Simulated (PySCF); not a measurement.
Cartesian coordinates in Å; atom numbers follow the order of the lines, from 1:
```xyz
13

C    -1.011   -0.919    0.335
C     0.039   -0.066   -0.392
C     1.412   -0.145    0.267
B    -0.501    1.397   -0.528
F     0.096    2.439    0.025
F    -1.613    1.657   -1.197
H    -0.693   -1.973    0.386
H    -1.987   -0.884   -0.170
H    -1.157   -0.574    1.372
H     0.111   -0.450   -1.428
H     1.382    0.243    1.297
H     1.771   -1.185    0.315
H     2.163    0.444   -0.281
```

Geometry: PBE0-D3(BJ)/def2-SVP; GIAO absolute shieldings from PySCF 2.14, gas phase, non-relativistic, averaged over equivalent atoms.

At KT3/pcSseg-1 (137 basis functions, 13 s wall time on 1 thread of an Arm Neoverse V2, shared host):
```
               atoms  σ (ppm)
               C1/C3    163.3
                  C2    166.0
                  B4     74.5
               F5/F6    242.3
                 H10    30.25
H7/H8/H9/H11/H12/H13    30.27
```

Question: What do these become at PBE0/pcSseg-1?

Answer: 
| atoms | σ at PBE0/pcSseg-1 | change |
| --- | --- | --- |
| C1/C3 | 166.6 | +3.3 |
| C2 | 170.5 | +4.5 |
| B4 | 70.9 | -3.6 |
| F5/F6 | 246.7 | +4.4 |
| H10 | 30.29 | +0.04 |
| H7/H8/H9/H11/H12/H13 | 30.23 | -0.04 |

The largest change is at C2 (sp3 CH bonded to B). Cost: 137 basis functions, 10 s wall time on 1 thread of an Arm Neoverse V2, shared host.

A carbon bonded to boron is broadened by the quadrupolar boron nucleus and is often missing from a measured spectrum.
